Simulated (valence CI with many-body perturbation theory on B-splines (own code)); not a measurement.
# Level structure of Yb⁶²⁺

Calculated by relativistic CI+MBPT: six valence electrons over a frozen Dirac-Fock core [He], radial functions for each j: 9 s, 9 p, 8 d, 6 f, 3 g, 1 h, with the one-electron correlation potential Σ1 (screened to all orders), the two-electron term Σ2, the three-electron term Σ3, Breit, model QED; selected single and double excitations, second order for the rest, scaled by the run's own slope (own B-spline code, finite nucleus).

No measured spectrum was set against this ion. As an estimate, large intervals hold to a few tenths of a per cent, small ones and those within an open d or f shell to about a per cent. Among the levels kept, up to 2100 cm⁻¹ of a level comes from second order outside the variational space, and about a tenth of that is noise between levels of different J, which matters for small intervals.

Levels 1 to 45 of 56, with energies above the lowest level, (2s^2 2p1/2^2 2p3/2^2) J=2. "Leading %" is the weight of the configuration and term that name the level; weights of strongly mixed levels are sums over their largest components and can fall short, and the name can then belong to a minority configuration. In the jj column 3d3/2^4 stands for four electrons in 3d with j = 3/2. Lifetimes count E1, E2, E3, M1 and M2 decay at the calculated energies, and are blank where another channel may lead or the interval is too uncertain; long ones can be off by a factor of two.

```tsv
No.	Configuration	Term	J	E (× 10³ cm⁻¹)	Leading %	Leading jj	Lifetime	g
1	2s2.2p4	3P	2	0.00	68	2s^2 2p1/2^2 2p3/2^2 (100 %)		1.310
2	2s2.2p4	1S	0	451.95	65	2s^2 2p1/2^2 2p3/2^2 (100 %)	14.0 ms	
3	2s2.2p4	3P	1	8735.8	100	2s^2 2p1/2 2p3/2^3 (100 %)	74.8 ps	1.473
4	2s2.2p4	1D	2	8886.1	68	2s^2 2p1/2 2p3/2^3 (100 %)	167 ps	1.124
5	2s.2p5	3P°	2	11755	100	2s 2p1/2^2 2p3/2^3 (100 %)	165 fs	1.467
6	2s.2p5	1P°	1	12381	62	2s 2p1/2^2 2p3/2^3 (100 %)	66.0 fs	1.162
7	2s2.2p4	3P	0	17802	64	2s^2 2p3/2^4 (99 %)	23.0 ps	
8	2s.2p5	3P°	0	20579	100	2s 2p1/2 2p3/2^4 (100 %)	83.4 fs	
9	2s.2p5	3P°	1	20877	62	2s 2p1/2 2p3/2^4 (100 %)	75.4 fs	1.267
10	2p6	1S	0	24431	99	2p1/2^2 2p3/2^4 (99 %)	40.7 fs	
11	2s2.2p3.3s	3P°	2	62202	48	2s^2 2p1/2^2 2p3/2 3s (100 %)	11.7 fs	1.488
12	2s2.2p3.3s	1P°	1	62270	32	2s^2 2p1/2^2 2p3/2 3s (100 %)	4.97 fs	1.148
13	2s2.2p3.3p	3P	1	63103	32	2s^2 2p1/2^2 2p3/2 3p1/2 (100 %)	940 fs	1.475
14	2s2.2p3.3p	3D	2	63115	25	2s^2 2p1/2^2 2p3/2 3p1/2 (100 %)	584 fs	1.158
15	2s2.2p3.3p	3D	3	65599	50	2s^2 2p1/2^2 2p3/2 3p3/2 (100 %)	596 fs	1.321
16	2s2.2p3.3p	3P	1	65602	35	2s^2 2p1/2^2 2p3/2 3p3/2 (100 %)	585 fs	1.336
17	2s2.2p3.3p	3P	2	65818	45	2s^2 2p1/2^2 2p3/2 3p3/2 (100 %)	648 fs	1.313
18	2s2.2p3.3p	3P	0	66014	70	2s^2 2p1/2^2 2p3/2 3p3/2 (100 %)	275 fs	
19	2s2.2p3.3d	3D°	2	66512	33	2s^2 2p1/2^2 2p3/2 3d3/2 (99 %)	9.98 fs	1.030
20	2s2.2p3.3d	3F°	3	66574	27	2s^2 2p1/2^2 2p3/2 3d3/2 (98 %)	56.2 fs	1.075
21	2s2.2p3.3d	3D°	1	66601	35	2s^2 2p1/2^2 2p3/2 3d3/2 (100 %)	3.17 fs	1.080
22	2s2.2p3.3d	3P°	0	66627	64	2s^2 2p1/2^2 2p3/2 3d3/2 (100 %)	1.31 ps	
23	2s2.2p3.3d	3F°	4	67161	51	2s^2 2p1/2^2 2p3/2 3d5/2 (100 %)	8.27 ps	1.238
24	2s2.2p3.3d	3D°	2	67250	34	2s^2 2p1/2^2 2p3/2 3d5/2 (99 %)	1.23 fs	1.225
25	2s2.2p3.3d	3D°	3	67372	47	2s^2 2p1/2^2 2p3/2 3d5/2 (98 %)	553 as	1.202
26	2s2.2p3.3d	3D°	1	67465	33	2s^2 2p1/2^2 2p3/2 3d5/2 (100 %)	829 as	1.067
27	2s2.2p3.3s	5S°	2	70803	54	2s^2 2p1/2 2p3/2^2 3s (100 %)	20.0 fs	1.579
28	2s2.2p3.3s	3S°	1	70895	55	2s^2 2p1/2 2p3/2^2 3s (100 %)	4.59 fs	1.300
29	2s2.2p3.3s	3D°	3	70999	100	2s^2 2p1/2 2p3/2^2 3s (100 %)	16.1 fs	1.302
30	2s2.2p3.3s	1D°	2	71064	67	2s^2 2p1/2 2p3/2^2 3s (100 %)	5.09 fs	1.024
31	2s2.2p3.3s	3P°	0	71390	100	2s^2 2p1/2 2p3/2^2 3s (100 %)	11.2 fs	
32	2s2.2p3.3s	3P°	1	71417	66	2s^2 2p1/2 2p3/2^2 3s (100 %)	8.08 fs	1.303
33	2s2.2p3.3p	5P	1	71684	46	2s^2 2p1/2 2p3/2^2 3p1/2 (100 %)	1.81 ps	1.637
34	2s2.2p3.3p	3F	2	71748	34	2s^2 2p1/2 2p3/2^2 3p1/2 (100 %)	1.00 ps	1.199
35	2s2.2p3.3p	3F	3	71884	44	2s^2 2p1/2 2p3/2^2 3p1/2 (100 %)	728 fs	1.083
36	2s2.2p3.3p	3P	2	72174	51	2s^2 2p1/2 2p3/2^2 3p1/2 (99 %)	458 fs	1.301
37	2s2.2p3.3p	3D	1	72261	74	2s^2 2p1/2 2p3/2^2 3p1/2 (100 %)	829 fs	0.637
38	2s2.2p3.3p	3P	0	72615	65	2s^2 2p1/2 2p3/2^2 3p1/2 (99 %)	479 fs	
39	2s.2p4.3s	5P	3	73366	68	2s 2p1/2^2 2p3/2^2 3s (96 %)	34.3 fs	1.531
40	2s.2p4.3s	3P	2	73596	56	2s 2p1/2^2 2p3/2^2 3s (97 %)	5.87 fs	1.377
41	2s.2p4.3s	3S	1	74180	59	2s 2p1/2^2 2p3/2^2 3s (93 %)	11.2 fs	1.940
42	2s2.2p3.3p	3D	2	74184	21	2s^2 2p1/2 2p3/2^2 3p3/2 (71 %)	71.6 fs	1.399
43	2s.2p4.3s	3D	1	74195	24	2s 2p1/2^2 2p3/2^2 3s (72 %)	7.13 fs	0.998
44	2s2.2p3.3p	3P	0	74211	100	2s^2 2p1/2 2p3/2^2 3p3/2 (100 %)	490 fs	
45	2s2.2p3.3p	5P	3	74218	54	2s^2 2p1/2 2p3/2^2 3p3/2 (98 %)	436 fs	1.374
```

Where two levels of one J and parity lie close, their mixing, g and order are uncertain.

The ionisation energy to 2s2.2p3 2P°_3/2 of the next ion comes out as 14436 eV (NIST: 14435 ± 15 eV (theoretical)). All 56 levels together are meant to be complete up to 75061 × 10³ cm⁻¹.
